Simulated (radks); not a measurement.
Polarisability of the krypton ion Kr+, [Ar] 3d10 4s2 4p5, at imaginary frequency. Calculated with a radial shooting solver on a logarithmic mesh with Libxc functionals: non-relativistic Kohn-Sham, LB94 model potential, spin-polarised, spherical densities, point nucleus; open shells are filled with parallel spins first. Response by self-consistent Sternheimer equations with the Hartree and adiabatic LDA kernel.

w (hartree),alpha1(iw) (bohr^3)
0.00266,10.76
0.0143,10.75
0.0360,10.73
0.0697,10.66
0.118,10.47
0.186,10.08
0.280,9.338
0.413,8.125
0.605,6.434
0.892,4.497
1.35,2.719
2.12,1.417
3.59,0.6419
6.94,0.2465
17.5,0.06130

Static values: alpha1 = 10.76 bohr^3 (1.594 angstrom^3; uncoupled 16.90). C6 = 66.09, triple-dipole C9 = 518.5 atomic units. One-pole (London) frequency 4 C6 / (3 alpha1^2) = 0.761 hartree, against 0.922 for minus the highest occupied eigenvalue.
